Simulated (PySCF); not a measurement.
C$_{4}$H$_{11}$AlO (SMILES CC[O][AlH][CH2]C), singlet, at a GFN2-xTB geometry (such geometries of metal compounds can be far from the true shape); SA2-CASSCF(4,6)/STO-3G (PySCF).

PySCF was given this input:
```python
from pyscf import gto, scf, mcscf
import numpy

mol = gto.Mole()
mol.atom = '''
    Al   -0.627700    0.672687   -0.018760
    H    -1.589989    1.767539    0.462321
    C    -0.529838    0.216930   -1.971634
    C    -1.513698    1.102837   -2.746417
    H    -0.766526   -0.838855   -2.164997
    H     0.480345    0.356761   -2.381597
    H    -1.273222    2.156155   -2.606108
    H    -2.530919    0.951244   -2.386864
    H    -1.493474    0.887237   -3.815354
    O     0.246943   -0.024593    1.188092
    C     1.021392   -0.666432    2.158504
    C     1.872665   -1.770165    1.543245
    H     1.667796    0.075993    2.642195
    H     0.354379   -1.091107    2.918525
    H     2.535951   -1.348319    0.791728
    H     2.465818   -2.257442    2.312743
    H     1.231276   -2.506411    1.064370
'''
mol.basis = 'sto-3g'
mol.charge = 0
mol.spin = 0
mol.verbose = 4
mol.build()

mf = scf.RHF(mol)
mf.kernel()
mc = mcscf.CASSCF(mf, 6, 4)
mc.fix_spin_(ss=0.0)
mc = mc.state_average_([0.5, 0.5])
mc.kernel()
```

Problem. Predict the main parts of the log of this PySCF run.

Solution. 
```
PySCF version 2.14.0

[INPUT] verbose = 4
[INPUT] num. atoms = 17
[INPUT] num. electrons = 56
[INPUT] charge = 0
[INPUT] spin (= nelec alpha-beta = 2S) = 0
[INPUT] symmetry False subgroup None
[INPUT] Mole.unit = angstrom
[INPUT] Symbol           X                Y                Z      unit          X                Y                Z       unit  Magmom
[...]
nuclear repulsion = 281.2811128084
number of shells = 31
number of NR pGTOs = 135
number of NR cGTOs = 45
basis = sto-3g
ecp = {}

******** <class 'pyscf.scf.hf.RHF'> ********
method = RHF
initial guess = minao
damping factor = 0
level_shift factor = 0
DIIS = <class 'pyscf.scf.diis.CDIIS'>
diis_start_cycle = 1
diis_space = 8
diis_damp = 0
SCF conv_tol = 1e-09
SCF conv_tol_grad = None
SCF max_cycles = 50
direct_scf = True
direct_scf_tol = 1e-13
Set gradient conv threshold to 3.16228e-05
Initial guess from minao.
init E= -469.336634035595
[...]
cycle= 1 E= -468.816234906129  delta_E= 0.52  |g|= 0.538  |ddm|= 4.65
[...]
cycle= 2 E= -468.917613870861  delta_E= -0.101  |g|= 0.174  |ddm|= 0.985
[...]
cycle= 3 E= -468.927788262913  delta_E= -0.0102  |g|= 0.0342  |ddm|= 0.266
[...]
cycle= 4 E= -468.928396345378  delta_E= -0.000608  |g|= 0.00432  |ddm|= 0.0777
[...]
cycle= 5 E= -468.928405222366  delta_E= -8.88e-06  |g|= 0.00124  |ddm|= 0.00809
[...]
cycle= 6 E= -468.928406088594  delta_E= -8.66e-07  |g|= 0.000196  |ddm|= 0.00272
[...]
cycle= 7 E= -468.928406110516  delta_E= -2.19e-08  |g|= 4.5e-05  |ddm|= 0.000415
[...]
cycle= 8 E= -468.928406111885  delta_E= -1.37e-09  |g|= 1.14e-05  |ddm|= 0.000105
[...]
cycle= 9 E= -468.92840611199  delta_E= -1.05e-10  |g|= 2.78e-06  |ddm|= 3.02e-05
[...]
Extra cycle  E= -468.928406111995  delta_E= -4.43e-12  |g|= 1.1e-06  |ddm|= 5.62e-06
converged SCF energy = -468.928406111995

******** <class 'pyscf.mcscf.addons.StateAverageCASSCF'> ********
CAS (2e+2e, 6o), ncore = 26, nvir = 13
max_cycle_macro = 50
max_cycle_micro = 4
conv_tol = 1e-07
conv_tol_grad = None
orbital rotation max_stepsize = 0.02
orbital rotation threshold for CI restart = 0.01
augmented hessian ah_max_cycle = 30
augmented hessian ah_conv_tol = 1e-12
augmented hessian ah_linear dependence = 1e-14
augmented hessian ah_level shift = 1e-08
augmented hessian ah_start_tol = 2.5
augmented hessian ah_start_cycle = 3
augmented hessian ah_grad_trust_region = 3
kf_trust_region = 3
kf_interval = 4
ci_response_space = 4
ci_grad_trust_region = 3
with_dep4 0
natorb = False
canonicalization = True
sorting_mo_energy = False
ao2mo_level = 2
internal_rotation = False
******** <class 'pyscf.mcscf.addons.StateAverageSpinPenaltyFCISolver'> ********
max. cycles = 50
conv_tol = 1e-08
davidson only = True
linear dependence = 1e-12
level shift = 0.001
max iter space = 12
nroots = 2
pspace_size = 400
spin = None
State-average over 2 states with weights [0.5, 0.5]
CASCI E = -468.765763310990  S^2 = 0.0000000
Set conv_tol_grad to 0.000316228
macro iter   1 ( 21 JK    4 micro), CASSCF E = -468.785575556134  dE = -1.98122451e-02  S^2 = 0.0000000
               |grad[o]|=0.136  |ddm|=0.0465  |maxRot[o]|=0.313
macro iter   2 ( 21 JK    4 micro), CASSCF E = -468.791914940497  dE = -6.33938436e-03  S^2 = 0.0000000
               |grad[o]|=0.0684  |ddm|=0.0362  |maxRot[o]|=0.282
macro iter   3 ( 21 JK    4 micro), CASSCF E = -468.793731764474  dE = -1.81682398e-03  S^2 = 0.0000000
               |grad[o]|=0.0219  |ddm|=0.0107  |maxRot[o]|=0.281
macro iter   4 ( 21 JK    4 micro), CASSCF E = -468.794383530094  dE = -6.51765620e-04  S^2 = 0.0000000
               |grad[o]|=0.00702  |ddm|=0.00534  |maxRot[o]|=0.212
macro iter   5 ( 21 JK    4 micro), CASSCF E = -468.794590115953  dE = -2.06585859e-04  S^2 = 0.0000000
               |grad[o]|=0.00319  |ddm|=0.0234  |maxRot[o]|=0.158
macro iter   6 ( 21 JK    4 micro), CASSCF E = -468.795117272433  dE = -5.27156480e-04  S^2 = 0.0000000
               |grad[o]|=0.00355  |ddm|=0.00859  |maxRot[o]|=0.158
[...]
               |grad[o]|=0.00858  |ddm|= 0.02  |maxRot[o]|=0.012
macro iter  31 ( 21 JK    4 micro), CASSCF E = -468.798602602764  dE = -6.74115523e-06  S^2 = 0.0000000
               |grad[o]|=0.00871  |ddm|=0.0198  |maxRot[o]|=0.0121
macro iter  32 ( 21 JK    4 micro), CASSCF E = -468.798603852529  dE = -1.24976464e-06  S^2 = 0.0000000
               |grad[o]|=0.00879  |ddm|=0.0199  |maxRot[o]|=0.0126
macro iter  33 ( 21 JK    4 micro), CASSCF E = -468.798607629233  dE = -3.77670449e-06  S^2 = 0.0000000
               |grad[o]|=0.00892  |ddm|=0.0196  |maxRot[o]|=0.0125
macro iter  34 ( 21 JK    4 micro), CASSCF E = -468.798604987889  dE =  2.64134417e-06  S^2 = 0.0000000
               |grad[o]|=0.009  |ddm|=0.0197  |maxRot[o]|=0.0129
macro iter  35 ( 21 JK    4 micro), CASSCF E = -468.799958756322  dE = -1.35376843e-03  S^2 = 0.0000000
               |grad[o]|=0.00913  |ddm|=0.0169  |maxRot[o]|=0.0479
macro iter  36 ( 21 JK    4 micro), CASSCF E = -468.802513221325  dE = -2.55446500e-03  S^2 = 0.0000000
               |grad[o]|=0.00914  |ddm|=0.0099  |maxRot[o]|=0.089
macro iter  37 ( 15 JK    4 micro), CASSCF E = -468.804489837034  dE = -1.97661571e-03  S^2 = 0.0000000
               |grad[o]|=0.00901  |ddm|=0.0187  |maxRot[o]|=0.0822
macro iter  38 ( 21 JK    4 micro), CASSCF E = -468.804577716167  dE = -8.78791325e-05  S^2 = 0.0000000
               |grad[o]|=0.00853  |ddm|=0.0112  |maxRot[o]|=0.00805
macro iter  39 ( 21 JK    4 micro), CASSCF E = -468.804607465962  dE = -2.97497957e-05  S^2 = 0.0000000
               |grad[o]|=0.00812  |ddm|=0.0117  |maxRot[o]|=0.00727
macro iter  40 ( 21 JK    4 micro), CASSCF E = -468.804625582008  dE = -1.81160455e-05  S^2 = 0.0000000
               |grad[o]|=0.00816  |ddm|=0.0118  |maxRot[o]|=0.00507
macro iter  41 ( 21 JK    4 micro), CASSCF E = -468.804639068934  dE = -1.34869264e-05  S^2 = 0.0000000
               |grad[o]|=0.00813  |ddm|=0.012  |maxRot[o]|=0.00499
macro iter  42 ( 21 JK    4 micro), CASSCF E = -468.804650830226  dE = -1.17612920e-05  S^2 = 0.0000000
               |grad[o]|=0.00813  |ddm|=0.012  |maxRot[o]|=0.00474
macro iter  43 ( 21 JK    4 micro), CASSCF E = -468.804659895375  dE = -9.06514867e-06  S^2 = 0.0000000
               |grad[o]|=0.00814  |ddm|=0.0119  |maxRot[o]|=0.00433
macro iter  44 ( 21 JK    4 micro), CASSCF E = -468.804668506663  dE = -8.61128819e-06  S^2 = 0.0000000
               |grad[o]|=0.00814  |ddm|=0.0118  |maxRot[o]|=0.00408
macro iter  45 ( 21 JK    4 micro), CASSCF E = -468.804674733216  dE = -6.22655335e-06  S^2 = 0.0000000
               |grad[o]|=0.00814  |ddm|=0.0117  |maxRot[o]|=0.00377
macro iter  46 ( 21 JK    4 micro), CASSCF E = -468.804680704650  dE = -5.97143367e-06  S^2 = 0.0000000
               |grad[o]|=0.00814  |ddm|=0.0116  |maxRot[o]|=0.00349
macro iter  47 ( 21 JK    4 micro), CASSCF E = -468.804684925928  dE = -4.22127823e-06  S^2 = 0.0000000
               |grad[o]|=0.00814  |ddm|=0.0115  |maxRot[o]|=0.00321
macro iter  48 ( 21 JK    4 micro), CASSCF E = -468.804688946347  dE = -4.02041860e-06  S^2 = 0.0000000
               |grad[o]|=0.00814  |ddm|=0.0115  |maxRot[o]|=0.00294
macro iter  49 ( 21 JK    4 micro), CASSCF E = -468.804691728433  dE = -2.78208620e-06  S^2 = 0.0000000
               |grad[o]|=0.00814  |ddm|=0.0114  |maxRot[o]|=0.00268
macro iter  50 ( 21 JK    4 micro), CASSCF E = -468.804694350105  dE = -2.62167214e-06  S^2 = 0.0000000
               |grad[o]|=0.00814  |ddm|=0.0113  |maxRot[o]|=0.00244
1-step CASSCF not converged,  50 macro (1034 JK 199 micro) steps
CASSCF canonicalization
Density matrix diagonal elements [1.97034855 1.4932057  0.50537871 0.00680685 0.01997304 0.00428715]
CASSCF energy = -468.804694350105
CASCI E = -468.804694350105  E(CI) = -5.07705008654034  S^2 = 0.0000000
CASCI state-averaged energy = -468.804694350105
CASCI energy for each state
  State 0 weight 0.5  E = -468.935983655811 S^2 = 0.0000000
  State 1 weight 0.5  E = -468.673405044399 S^2 = 0.0000000
```

The run did not converge; its last values are not results.
